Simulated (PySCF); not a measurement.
**Working out the excitation energy of Se**

Se [Ar] 3d10 4s2 4p4 (3P) → Se [Ar] 3d10 4s1 4p5 (3P). Calculation: PySCF 2.14, in def2-TZVPPD (7s6p5d1f, 57 functions); the non-relativistic Hamiltonian (point nucleus). Frozen: [Ar] 3d10. Energies in hartree (1 hartree = 27.21139 eV):

```csv
part,Se (lower),Se (upper)
UHF,-2399.827603,-2399.417096
CCSD correlation,-0.119285,-0.186465
(T),-0.003730,-0.023177
```

Problem. What does Hartree-Fock give?

Solution. (-2399.417096) − (-2399.827603) = 0.410507 hartree = 11.170 eV.

Problem. What do CCSD and CCSD(T) give?

Solution. The CCSD correlation energies differ by -0.067180 hartree = -1.828 eV and the triples by -0.019447 hartree = -0.529 eV, so CCSD gives 9.342 eV and CCSD(T) 8.813 eV.

The calculation is non-relativistic.

The coupled-cluster amplitudes are large, so a single reference is strained.
